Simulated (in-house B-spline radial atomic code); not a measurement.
Configurations of Rh4+, with energies counted from [Kr] (4d3/2)4 (4d5/2)1. All numbers are computed (Dirac-Hartree-Fock, average of each configuration as written; Fermi nucleus of rms radius 4.4945 fm) with an all-electron radial atomic-structure program (B-spline basis), not measured. Energies include first-order Breit, QED and recoil terms.

Occupations are held fixed; configurations that lie above the ionisation limit could autoionise.

```
                                             configuration  E - E(ref) (eV)  highest orbital  its <r> (bohr)
                                         [Kr] (4d3/2)4 5s1           14.672            5s1/2           2.311
                                [Kr] (4d3/2)2 (4d5/2)2 7s1            47.61            7s1/2           6.912
              [Ar] 3d10 4s2 (4p1/2)1 (4p3/2)4 (4d5/2)5 7s1           99.926            7s1/2           6.895
         [Ar] 3d10 4s2 (4p1/2)1 (4p3/2)4 (4d5/2)5 (5g7/2)1           101.21            5g7/2           5.473
[Ar] 3d10 4s2 (4p1/2)2 (4p3/2)3 (4d3/2)4 (4d5/2)1 (8f5/2)1           104.43            8f5/2           16.18
         [Ar] 3d10 4s2 (4p1/2)2 (4p3/2)3 (4d5/2)5 (6f5/2)1            105.4            6f5/2           8.458
```

Question: Order these further configurations by energy, lowest first.
A. [Ar] 3d10 4s2 (4p1/2)1 (4p3/2)4 (4d3/2)4 (4d5/2)1 6s1
B. [Kr] (4d3/2)3 (4d5/2)2
C. [Kr] (4d5/2)5
D. [Kr] (4d3/2)2 (4d5/2)2 (6f5/2)1
E. [Ar] 3d10 4s2 (4p1/2)2 (4p3/2)3 (4d3/2)2 (4d5/2)3 5s1

Answer: B (0.96189 eV), C (1.893 eV), D (52.025 eV), E (67.544 eV), A (95.394 eV).

Question: How far above the reference does [Kr] (4d3/2)4 (7g7/2)1 lie?

Answer: 53.556 eV; its least bound orbital is 7g7/2 with <r> = 12.62 bohr.

Question: How far above the reference does [Kr] (4d5/2)4 8s1 lie?

Answer: 52.951 eV; its least bound orbital is 8s1/2 with <r> = 10.09 bohr.
